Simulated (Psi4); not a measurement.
mesitylene (C9H12), singlet, at a GFN2-xTB geometry; HF/STO-3G (Psi4).

The Psi4 input:
```
memory 2 GB

molecule {
0 1
  C    -2.43977067   -1.55518866   -0.09872202
  C    -1.17708094   -0.74857989   -0.03460150
  C    -1.22028180    0.63706331   -0.09221986
  C    -0.05733351    1.39342561   -0.05578182
  C    -0.12133910    2.89132726   -0.09203453
  C     1.16335745    0.74088573    0.04109994
  C     1.23408869   -0.64376726    0.10028694
  C     2.56139362   -1.33719340    0.18111157
  C     0.05665165   -1.37684850    0.06069939
  H    -2.33594721   -2.48355683    0.45850631
  H    -3.28028452   -0.99393173    0.30309087
  H    -2.66752655   -1.80829222   -1.13496674
  H    -2.17658974    1.13653249   -0.16531012
  H    -0.21466574    3.28448071    0.92109888
  H    -0.98249537    3.22945622   -0.66408556
  H     0.78140926    3.30815393   -0.53277160
  H     2.07519379    1.32131061    0.07255664
  H     3.29708597   -0.71106919    0.68081977
  H     2.47529639   -2.27892706    0.71853165
  H     2.92943154   -1.55453573   -0.82240369
  H     0.10097980   -2.45636624    0.10590487
}

set basis sto-3g

energy('scf')
print_variables()
```

What the program printed (banner, timings and long lists left out):

```
   => Loading Basis Set <=

    Name: STO-3G
    Role: ORBITAL
    Keyword: BASIS

         ---------------------------------------------------------
                                   SCF
               by Justin Turney, Rob Parrish, Andy Simmonett
                          and Daniel G. A. Smith
                              RHF Reference
         ---------------------------------------------------------

  ==> Geometry <==

    Molecular point group: c1
    Full point group: C1

    Geometry (in Angstrom), charge = 0, multiplicity = 1:

       Center              X                  Y                   Z               Mass
    ------------   -----------------  -----------------  -----------------  -----------------
         C           -2.439755074459    -1.555244387891    -0.099209694213    12.000000000000
         C           -1.177065344459    -0.748635617891    -0.035089174213    12.000000000000
         C           -1.220266204459     0.637007582109    -0.092707534213    12.000000000000
         C           -0.057317914459     1.393369882109    -0.056269494213    12.000000000000
         C           -0.121323504459     2.891271532109    -0.092522204213    12.000000000000
         C            1.163373045541     0.740830002109     0.040612265787    12.000000000000
         C            1.234104285541    -0.643822987891     0.099799265787    12.000000000000
         C            2.561409215541    -1.337249127891     0.180623895787    12.000000000000
         C            0.056667245541    -1.376904227891     0.060211715787    12.000000000000
         H           -2.335931614459    -2.483612557891     0.458018635787     1.007825032230
         H           -3.280268924459    -0.993987457891     0.302603195787     1.007825032230
         H           -2.667510954459    -1.808347947891    -1.135454414213     1.007825032230
         H           -2.176574144459     1.136476762109    -0.165797794213     1.007825032230
         H           -0.214650144459     3.284424982109     0.920611205787     1.007825032230
         H           -0.982479774459     3.229400492109    -0.664573234213     1.007825032230
         H            0.781424855541     3.308098202109    -0.533259274213     1.007825032230
         H            2.075209385541     1.321254882109     0.072068965787     1.007825032230
         H            3.297101565541    -0.711124917891     0.680332095787     1.007825032230
         H            2.475311985541    -2.278982787891     0.718043975787     1.007825032230
         H            2.929447135541    -1.554591457891    -0.822891364213     1.007825032230
         H            0.100995395541    -2.456421967891     0.105417195787     1.007825032230

  Running in c1 symmetry.

  Rotational constants: A =      0.05914  B =      0.05911  C =      0.03006 [cm^-1]
  Rotational constants: A =   1772.86467  B =   1772.00853  C =    901.03962 [MHz]
  Nuclear repulsion =  422.006071761771977

  Charge       = 0
  Multiplicity = 1
  Electrons    = 66
  Nalpha       = 33
  Nbeta        = 33

  ==> Algorithm <==

  SCF Algorithm Type is DF.
  DIIS enabled.
  MOM disabled.
  Fractional occupation disabled.
  Guess Type is SAD.
  Energy threshold   = 1.00e-06
  Density threshold  = 1.00e-06
  Integral threshold = 1.00e-12

  ==> Primary Basis <==

  Basis Set: STO-3G
    Blend: STO-3G
    Number of shells: 39
    Number of basis functions: 57
    Number of Cartesian functions: 57
    Spherical Harmonics?: true
    Max angular momentum: 1

   => Loading Basis Set <=

    Name: (STO-3G AUX)
    Role: JKFIT
    Keyword: DF_BASIS_SCF

  ==> Integral Setup <==

  SCF_SUBTYPE=INCORE selected. In-core MEM_DF algorithm will be used.
  Using in-core AOs.

  ==> MemDFJK: Density-Fitted J/K Matrices <==

    J tasked:                   Yes
    K tasked:                   Yes
    wK tasked:                   No
    Algorithm:                 Core
    Schwarz Cutoff:           1E-12
    Mask sparsity (%):       1.6620
    Fitting Condition:        1E-10

   => Auxiliary Basis Set <=

  Basis Set: (STO-3G AUX)
    Blend: DEF2-UNIVERSAL-JKFIT
    Number of shells: 297
    Number of basis functions: 891
    Number of Cartesian functions: 1041
    Spherical Harmonics?: true
    Max angular momentum: 4

  Minimum eigenvalue in the overlap matrix is 1.6717689791E-01.
  Reciprocal condition number of the overlap matrix is 6.4870741828E-02.
    Using symmetric orthogonalization.

  ==> Pre-Iterations <==

  SCF Guess: Superposition of Atomic Densities via on-the-fly atomic UHF (no occupation information).

   -------------------------
    Irrep   Nso     Nmo
   -------------------------
     A         57      57
   -------------------------
    Total      57      57
   -------------------------

  ==> Iterations <==

                           Total Energy        Delta E     RMS |[F,P]|

   @DF-RHF iter SAD:  -336.99028822137427   -3.36990e+02   0.00000e+00
   @DF-RHF iter   1:  -343.62792800144263   -6.63764e+00   2.43638e-03 DIIS/ADIIS
   @DF-RHF iter   2:  -343.64237798429247   -1.44500e-02   5.69209e-04 DIIS/ADIIS
   @DF-RHF iter   3:  -343.64321985996077   -8.41876e-04   1.69149e-04 DIIS/ADIIS
   @DF-RHF iter   4:  -343.64328657580813   -6.67158e-05   1.97464e-05 DIIS
   @DF-RHF iter   5:  -343.64328757215890   -9.96351e-07   3.99296e-06 DIIS
   @DF-RHF iter   6:  -343.64328764224439   -7.00855e-08   1.62238e-06 DIIS
   @DF-RHF iter   7:  -343.64328765551687   -1.32725e-08   7.18936e-07 DIIS
  Energy and wave function converged.

  ==> Post-Iterations <==

    Orbital Energies [Eh]
    ---------------------

    Doubly Occupied:

       1A    -11.040769     2A    -11.040768     3A    -11.040763
       4A    -11.031026     5A    -11.031014     6A    -11.030951
       7A    -11.009732     8A    -11.009700     9A    -11.009603
      10A     -1.103185    11A     -1.003598    12A     -1.003585
      13A     -0.906161    14A     -0.874393    15A     -0.874332
      16A     -0.729082    17A     -0.729058    18A     -0.629993
      19A     -0.603144    20A     -0.552760    21A     -0.544859
      22A     -0.536017    23A     -0.535060    24A     -0.518982
      25A     -0.518919    26A     -0.503136    27A     -0.503037
      28A     -0.467338    29A     -0.420882    30A     -0.412470
      31A     -0.412405    32A     -0.261298    33A     -0.261157

    Virtual:

      34A      0.276823    35A      0.277065    36A      0.497007
      37A      0.590451    38A      0.625910    39A      0.626063
      40A      0.702217    41A      0.703796    42A      0.704015
      43A      0.720188    44A      0.724759    45A      0.733619
      46A      0.741564    47A      0.743894    48A      0.744253
      49A      0.758345    50A      0.777470    51A      0.777614
      52A      0.907036    53A      0.907386    54A      0.953977
      55A      0.954472    56A      1.136043    57A      1.167077

    Final Occupation by Irrep:
              A
    DOCC [    33 ]
    NA   [    33 ]
    NB   [    33 ]

  @DF-RHF Final Energy:  -343.64328765551687

   => Energetics <=

    Nuclear Repulsion Energy =            422.0060717617719774
    One-Electron Energy =               -1303.0004039422487949
    Two-Electron Energy =                 537.3510445249598888
    Total Energy =                       -343.6432876555169287

Computation Completed

Properties will be evaluated at   0.000000,   0.000000,   0.000000 [a0]

Properties computed using the SCF density matrix

 Multipole Moments:

 ------------------------------------------------------------------------------------
     Multipole            Electronic (a.u.)      Nuclear  (a.u.)        Total (a.u.)
 ------------------------------------------------------------------------------------

 L = 1.  Multiply by 2.5417464519 to convert [e a0] to [Debye]
 Dipole X            :         -0.0015257            0.0019450            0.0004193
 Dipole Y            :          0.0053805           -0.0069502           -0.0015696
 Dipole Z            :          0.0475824           -0.0608238           -0.0132414
 Magnitude           :                                                    0.0133407

 ------------------------------------------------------------------------------------

  Variable Map:
  ----------------------------------------------------------------------------
  "CURRENT ENERGY"           =>    -343.643287655517
  "CURRENT REFERENCE ENERGY" =>    -343.643287655517
  "DD SOLVATION ENERGY"      =>       0.000000000000
  "HF KINETIC ENERGY"        =>     340.851103574144
  "HF POTENTIAL ENERGY"      =>    -684.494391229661
  "HF TOTAL ENERGY"          =>    -343.643287655517
  "HF VIRIAL RATIO"          =>       2.008191800033
  "NUCLEAR REPULSION ENERGY" =>     422.006071761772
  "ONE-ELECTRON ENERGY"      =>   -1303.000403942249
  "PCM POLARIZATION ENERGY"  =>       0.000000000000
  "PE ENERGY"                =>       0.000000000000
  "SCF ITERATION ENERGY"     =>    -343.643287655517
  "SCF ITERATIONS"           =>       7.000000000000
  "SCF TOTAL ENERGY"         =>    -343.643287655517
  "TWO-ELECTRON ENERGY"      =>     537.351044524960

  Array Variable Map:
  ----------------------------------------------------------------------------
  "CURRENT DIPOLE"           =>       0.000419327596 ... -0.013241370790 1 by 3
  "SCF DIPOLE"               =>       0.000419327596 ... -0.013241370790 1 by 3
  "SCF TOTAL ENERGIES"       =>    -336.990288221374 ... -343.643287655517 1 by 8
```
